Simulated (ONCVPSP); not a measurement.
# Configuration tests for molybdenum (ONCV)

ONCVPSP 4.0.1 input, shortened (lines: element, Z, core and valence counts, functional; n l f; lmax; l rc ep ncon nbas qcut; lloc lpopt rc5 dvloc0; l nproj debl; icmod fcfact rcfact), PBE, scalar-relativistic:

```
  Mo 42.00    6    3        4      upf
    1    0    2.00
    2    0    2.00
    2    1    6.00
    3    0    2.00
    3    1    6.00
    3    2   10.00
    4    0    2.00
    4    1    6.00
    4    2    4.00
    2
    0    1.90    0.00    5    9    5.50
    1    1.55    0.00    3    8   11.00
    2    2.50    0.00    4    8    5.30
    4    5    1.40    1.00
    0    2    3.30
    1    3    2.60
    2    2    1.60
    3    2.75    1.75
```

In the s channel the program set the typed energies aside and used -3.041, 0.050 Ha.

Energies are relative to the spin-unpolarised reference configuration 4s2 4p6 4d4; without spin polarisation the order of configurations can differ from experiment.

| valence configuration | charge | ΔE all-electron (eV) | error AE − PS (meV) |
| --- | --- | --- | --- |
| 4s2 4p6 4d5 5s1 | 0 | -22.352 | -8.6 |
| 4s2 4p6 4d5 | +1 | -15.462 | +11 |
| 4s2 4p6 4d5 5s0.5 | +0.5 | -19.625 | +0.3 |

What are ΔE and the potential's error for 4s2 4p6 4d3?

ΔE = 26.744 eV all-electron; the error (AE − PS) is +47 meV.

Note: ghosts flagged at negative energy: d at -152.6 eV; no localised positive-energy state flagged. A true bound ghost makes a file unfit for plane-wave use.
